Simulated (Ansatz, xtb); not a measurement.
# Relative energy of two isomers of C3H4F2O3

Structure a is `COC(=O)OC(F)F`, a singlet and structure b is `COC(F)(F)OC=O`, a singlet. Both are isolated molecules in the gas phase, relaxed with r2SCAN-D4/def2-SVP; the shapes shown needn't be the lowest conformers.

a (Å):

```xyz
12

C    -0.5201   -0.2653   -2.3662
C     1.0137    1.4314   -1.9724
C     2.6957    3.0211   -1.7404
F     2.4521    3.9190   -2.7092
F     4.0139    2.9628   -1.5403
O     0.8127    0.2369   -2.5074
O     0.2071    2.1127   -1.3950
O     2.3134    1.7590   -2.1858
H    -1.2395    0.4150   -2.8444
H    -0.5232   -1.2415   -2.8633
H    -0.7803   -0.3723   -1.3030
H     2.1636    3.3142   -0.8219
```

b (Å):

```yaml
atoms:
  - { symbol: C, position_ang: [0.1703, 3.1943, 1.0373] }
  - { symbol: C, position_ang: [1.0264, 1.9857, -0.7788] }
  - { symbol: C, position_ang: [-0.3676, 0.7862, -2.2804] }
  - { symbol: F, position_ang: [2.2078, 2.6336, -0.8620] }
  - { symbol: F, position_ang: [1.2434, 0.9193, 0.0242] }
  - { symbol: O, position_ang: [0.0479, 2.7791, -0.3251] }
  - { symbol: O, position_ang: [0.7365, 1.5692, -2.0701] }
  - { symbol: O, position_ang: [-1.1118, 0.3784, -1.4446] }
  - { symbol: H, position_ang: [-0.6377, 3.9149, 1.2051] }
  - { symbol: H, position_ang: [1.1434, 3.6806, 1.2088] }
  - { symbol: H, position_ang: [0.0522, 2.3346, 1.7136] }
  - { symbol: H, position_ang: [-0.4297, 0.5989, -3.3727] }
```

Q: Estimate E(b) − E(a) at the level CCSD(T)/def2-SVP + ΔMP2/def2-TZVPP.

A: Calculated at CCSD(T)/def2-SVP + ΔMP2/def2-TZVPP: E(b) − E(a) = +36.7 kJ/mol, so structure a lies lower.

Level by level:

```tsv
level	geometry	E(b) − E(a) (kJ/mol)	departure from the last row (kJ/mol)	job, with rough time for the two
r2SCAN-D4/def2-SVP	r2SCAN-D4/def2-SVP	+31.5	−5.3	optimisation, 71 s
HF/def2-SVP	r2SCAN-D4/def2-SVP	+37.6	+0.9	part of the CCSD(T) run
MP2/def2-SVP	r2SCAN-D4/def2-SVP	+29.2	−7.5	part of the CCSD(T) run
CCSD(T)/def2-SVP	r2SCAN-D4/def2-SVP	+26.6	−10.2	single point
CCSD(T)/def2-SVP + ΔMP2/def2-TZVPP	r2SCAN-D4/def2-SVP	+36.7		single point, 71 s
```

As drawn, both hold the same kinds of bond in the same numbers.

The levels shown agree on the order. The largest departure from CCSD(T)/def2-SVP + ΔMP2/def2-TZVPP is that of CCSD(T)/def2-SVP, 10.2 kJ/mol. Levels run at GFN2-xTB geometries aren't shown. The last row adds to CCSD(T) the change of the MP2 difference between the two basis sets, here +10.2 kJ/mol.

With thermal terms from frequencies at re-optimised GFN2-xTB minima (ideal gas, soft modes damped towards free rotors, one conformer each, 298.15 K, 1 atm): on the last row, ΔE + ΔZPE = +33.7, ΔH = +33.3, ΔG = +35.9 kJ/mol.

The correlated steps freeze 8 core orbitals. Codes used: Ansatz 0.2.0, xtb 6.7.1; the last row on 4 threads of Arm Neoverse V1 on a shared host.
